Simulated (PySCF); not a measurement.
# ICl6, doublet: computed properties

All numbers come from UB3LYP in PySCF with I def2-SVP with ECP28, Cl def2-SVP; scalar-relativistic core potentials, no spin–orbit coupling; density-fitted integrals.

The structure is a minimum.

```xyz
7
charge 0 multiplicity 2, angstrom
I     0.0000    0.0000    0.0000
Cl    0.0000    0.0000    2.4687
Cl    0.0000    0.0000   -2.4687
Cl    2.4687    0.0000    0.0000
Cl    0.0000    2.4687    0.0000
Cl   -2.4687    0.0000    0.0000
Cl    0.0000   -2.4687    0.0000
```

```
Point group                                                                   : Oh
Bond lengths                                                                  : I–Cl 2.469 Å (×6)
Bond angles                                                                   : Cl–I–Cl 90.0° (×12), Cl–I–Cl 180.0° (×3)
Entropy at 298.15 K and 1 bar (electronic part: spin only)                    : 450.7 J/(mol K)
Zero-point energy                                                             : 16.6 kJ/mol
Atomisation energy without zero-point energy                                  : 637 kJ/mol
Lowest empty level (β)                                                        : -7.21 eV
Enthalpy at 298.15 K above 0 K                                                : 33.41 kJ/mol
Rotational symmetry number                                                    : 24
Spin squared ⟨S²⟩                                                             : 0.758
Dipole moment                                                                 : 0.00 D
Principal quadrupole moments (Buckingham, traceless) about the centre of mass : 0.00, 0.00, 0.00 D Å
Principal polarisabilities                                                    : 123.9, 123.9, 123.9 bohr³
Heat capacity Cp at 298.15 K                                                  : 148.7 J/(mol K)
Rotational constants                                                          : 0.01978, 0.01978, 0.01978 cm⁻¹
Highest occupied level (α)                                                    : -8.67 eV
```

Harmonic modes (masses in u: I 126.904, Cl 34.969):
```csv
symmetry,ω (cm⁻¹),"IR (km/mol, summed over degenerate members)",μ (u),type
t2u,89,0.0,34.97,bend
t1u,131,2.7,40.65,bend
t2g,131,0.0,34.97,bend
eg,260,0.0,34.97,stretch
a1g,283,0.0,34.97,stretch
t1u,308,325,50.81,stretch
```

In Oh the vibrations span t2u + 2t1u + t2g + eg + a1g. The a1g, eg, t2g, t2u modes carry no infrared intensity, as symmetry demands. With a centre of inversion only u modes can be infrared active and only g modes Raman active.

Charges (e):
```
         atom  Mulliken  Löwdin  polar tensor  spin (Mulliken)  Mayer order to I1
           I1      1.16    0.95          2.61            -0.04                  –
Cl2,3,4,5,6,7     -0.19   -0.16         -0.44             0.17               0.71
```

Mulliken populations on I1 (electrons outside its core potential): s 3.92, p 9.38, d 10.54.

Other isomers or separated fragments may lie lower. With an element this heavy the missing spin–orbit coupling can shift these numbers.

The final relaxation and frequency run took of the order of 12 core-minutes on a shared host.
